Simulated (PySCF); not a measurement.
Mg⁺ (magnesium, charge +1) across methods

[Ne] 3d1, 2D determinant (an excited configuration). Calculation: PySCF 2.14, in aug-cc-pV5Z; the non-relativistic Hamiltonian (point nucleus).

```csv
method,E (hartree),mean ε 2p α (eV),mean ε 2p β (eV),mean ε 3d α (eV),Σ⟨r²⟩ (bohr²),⟨S²⟩
UHF,-199.05511,-75.643,-75.639,-6.106,34.67,0.750
r2SCAN,-199.4604,-61.900,-61.893,-4.945,32.42,0.750
PBE,-199.3616,-60.526,-60.508,-5.075,31.19,0.750
PBE0,-199.3790,-64.581,-64.566,-5.397,31.98,0.750
revPBE,-199.4503,-60.438,-60.423,-5.134,31.07,0.750
```

(1) Estimate the same row for LDA.

The outer electron is Rydberg-like, and this basis confines it to a smaller radius and binds it less than a complete one would.

Answers

(1) E (hartree) = -198.5284; mean ε 2p α (eV) = -60.746; mean ε 2p β (eV) = -60.730; mean ε 3d α (eV) = -4.879; Σ⟨r²⟩ (bohr²) = 32.19; ⟨S²⟩ = 0.750.
